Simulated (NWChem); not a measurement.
Species: KCl; SMILES [Cl][K]

```xyz
2

K      0.0000     0.0000    -1.2555
Cl     0.0000     0.0000     1.3988
```
Atoms are numbered in this order, from 1.

The geometry was optimised at PBE0/def2-SVP.

List the 6 lowest vertical singlet excitations and the 6 lowest triplet ones from LRC-wPBEh/def2-SVPD, full TDDFT (NWChem).


```json
[
 {"state": "S1", "energy (eV)": "4.37", "oscillator strength": "0.016", "leading excitation (squared amplitude)": "HOMO−1 → LUMO (0.57)"},
 {"state": "S2", "energy (eV)": "4.37", "oscillator strength": "0.016", "leading excitation (squared amplitude)": "HOMO → LUMO (0.57)"},
 {"state": "S3", "energy (eV)": "4.66", "oscillator strength": "0.063", "leading excitation (squared amplitude)": "HOMO−2 → LUMO (0.84)"},
 {"state": "S4", "energy (eV)": "5.64", "oscillator strength": "0.000", "leading excitation (squared amplitude)": "HOMO−1 → LUMO+1 (0.33)"},
 {"state": "S5", "energy (eV)": "5.64", "oscillator strength": "0.000", "leading excitation (squared amplitude)": "HOMO−1 → LUMO+2 (0.33)"},
 {"state": "S6", "energy (eV)": "5.65", "oscillator strength": "0.000", "leading excitation (squared amplitude)": "HOMO−1 → LUMO+2 (0.33)"},
 {"state": "T1", "energy (eV)": "4.30", "oscillator strength": "spin-forbidden", "leading excitation (squared amplitude)": "HOMO−1 → LUMO (0.55)"},
 {"state": "T2", "energy (eV)": "4.30", "oscillator strength": "spin-forbidden", "leading excitation (squared amplitude)": "HOMO → LUMO (0.55)"},
 {"state": "T3", "energy (eV)": "4.47", "oscillator strength": "spin-forbidden", "leading excitation (squared amplitude)": "HOMO−2 → LUMO (0.80)"},
 {"state": "T4", "energy (eV)": "5.55", "oscillator strength": "spin-forbidden", "leading excitation (squared amplitude)": "HOMO−1 → LUMO+1 (0.32)"},
 {"state": "T5", "energy (eV)": "5.60", "oscillator strength": "spin-forbidden", "leading excitation (squared amplitude)": "HOMO−1 → LUMO+2 (0.33)"},
 {"state": "T6", "energy (eV)": "5.60", "oscillator strength": "spin-forbidden", "leading excitation (squared amplitude)": "HOMO−1 → LUMO+1 (0.33)"}
]
```
